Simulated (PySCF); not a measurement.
Al(Me)(Et)(OH) (C3H9AlO), SMILES C[CH2][Al]([CH3])[OH]. Atoms are numbered in the order given.

```xyz
14

Al     0.2965     0.2668     0.3516
C      1.5762     0.2643     1.8205
H      2.5066    -0.2691     1.5577
H      1.1727    -0.2492     2.7112
H      1.8518     1.2870     2.1249
C     -0.3816    -1.3569    -0.5270
C     -1.3961    -1.1491    -1.6587
H     -0.8125    -2.0126     0.2560
H      0.4910    -1.9312    -0.8981
H     -0.9765    -0.5417    -2.4789
H     -2.3014    -0.6254    -1.3067
H     -1.7335    -2.0993    -2.1079
O     -0.2459     1.8079    -0.1699
H     -0.8770     1.9598    -0.8787
```

The structure is a stationary point at r2SCAN-D4/def2-SVP. The structure was generated by enumeration; whether it is a known compound was not checked. The values are those of a single conformer.

Two levels are set side by side: PBE/pcSseg-1 (PySCF) and PBE0/pcSseg-1 (PySCF). GIAO shifts against H2O (¹⁷O), TMS (¹H), TMS (¹³C) at the same level; non-relativistic, no solvent, atoms listed together averaged. Differences are taken from unrounded values.

```
quantity                PBE0
---------------------  -----
δ(¹³C) of C2 (ppm)     -11.4
δ(¹³C) of C6 (ppm)       5.2
δ(¹³C) of C7 (ppm)      12.3
δ(¹H) of H8, H9 (ppm)   0.41
δ(¹⁷O) of O13 (ppm)     70.4
δ(¹H) of H14 (ppm)      3.12
```

Problem. What does PBE give, and how far is it from PBE0? (Estimate from the structure and the level; the computed values follow.)

Solution. 
```
quantity                 PBE  PBE minus PBE0
---------------------  -----  --------------
δ(¹³C) of C2 (ppm)     -12.0            -0.6
δ(¹³C) of C6 (ppm)       7.4             2.2
δ(¹³C) of C7 (ppm)      12.9             0.5
δ(¹H) of H8, H9 (ppm)   0.51            0.10
δ(¹⁷O) of O13 (ppm)     86.5            16.0
δ(¹H) of H14 (ppm)      3.47            0.35
```

Rough cost on one machine, each run with all the roots and properties that it gave: PBE0 against PBE within a factor of 2.
